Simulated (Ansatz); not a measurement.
Ansatz (a quantum-chemistry and plane-wave program) input:

Ansatz 0.2 input:
```yaml
crystal:
  periodic: [false, false, false]
  atoms:
    - {symbol: Ge, position_ang: [-0.17166498, 0.01610315, 0.25299956]}
    - {symbol: O, position_ang: [-1.13774703, -1.22265243, -0.40045561]}
    - {symbol: F, position_ang: [0.02314146, 1.44216773, -0.86529782]}
    - {symbol: F, position_ang: [1.59855361, -0.41262120, 0.32170436]}
basis:
  gaussian:
    orbitals: STO-3G
total_charge: -1
magnetization: {spin_polarized: true, initial_magnetization: 1}
correlation: {method: fci, electrons: outside_noble_gas}
```

Question: What final total energy does it print?

Answer: -2321.60808 Eh (FCI/STO-3G). The basis has 33 functions.
